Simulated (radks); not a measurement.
Values are calculated unless marked as measured or tabulated.
Task: Species: Au. Configuration: [Xe] 4f14 5d10 6s1. Code: a radial shooting solver on a logarithmic mesh with Libxc functionals. Model: scalar-relativistic Kohn-Sham, LDA (Slater exchange, Perdew-Wang correlation), spin-unpolarised, spherical densities, point nucleus; hard spherical wall at 2.5 bohr. Some entries of the table are withheld. Estimate them.

| orbital | occ. | eigenvalue (eV) | <r> (bohr) |
|---|---|---|---|
| 1s | 2 | -80689.36 | 0.01687 |
| 2s | 2 | -14209.94 | 0.07115 |
| 2p | 6 | -12283.27 | 0.06426 |
| 3s | 2 | -3328.701 | 0.1840 |
| 3p | 6 | -2770.038 | (1) |
| 3d | 10 | -2172.505 | 0.1678 |
| 4s | 2 | -696.8880 | 0.4074 |
| 4p | 6 | (2) | 0.4341 |
| 4d | 10 | -293.9755 | 0.4593 |
| 5s | 2 | -80.6812 | (3) |
| 4f | 14 | -50.0594 | 0.5029 |
| 5p | 6 | -33.4414 | (4) |
| 5d | 10 | 20.9906 | 1.309 |
| 6s | 1 | 42.8164 | (5) |
| 6p | 0 | 68.1088 | 1.559 |
| 5f | 0 | 73.1180 | 1.532 |
| 7s | 0 | 182.6791 | (6) |

Result: 
(1) 3p <r> (bohr): 0.1852
(2) 4p eigenvalue (eV): -513.7579
(3) 5s <r> (bohr): 0.9398
(4) 5p <r> (bohr): 1.081
(5) 6s <r> (bohr): 1.570
(6) 7s <r> (bohr): 1.498
